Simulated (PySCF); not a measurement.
**How methods differ on the ionisation energy of Sc**

Sc [Ar] 3d1 4s2 (2D) → Sc⁺ [Ar] 3d1 4s1 (3D), as a difference of total energies. All numbers are calculated (PySCF 2.14, no relativity, point nucleus, in cc-pVDZ (6s5p3d1f, 43 functions)). Correlated levels: valence: [Ar] frozen. The calculations carry no spin-orbit coupling.

```json
{"method": "UHF", "ionisation energy (eV)": "5.369"}
{"method": "M06-2X", "ionisation energy (eV)": "6.776"}
{"method": "LDA", "ionisation energy (eV)": "6.654"}
{"method": "MP2 (valence)", "ionisation energy (eV)": "6.020"}
{"method": "SCS-MP2 (valence)", "ionisation energy (eV)": "6.149"}
```

Problem. How much does correlation contribute at MP2 (valence)?

Solution. 6.020 − (5.369) = 0.651 eV, measured against UHF.

These non-relativistic numbers lack the scalar-relativistic shift.

Errors of the correlated levels include the incompleteness of this basis and the frozen core.

MP2 underrates the near-degeneracy of ns² with np² in the lower species.

For comparison: 6.562 eV (measured; NIST levels, between the centres of gravity of the two terms).
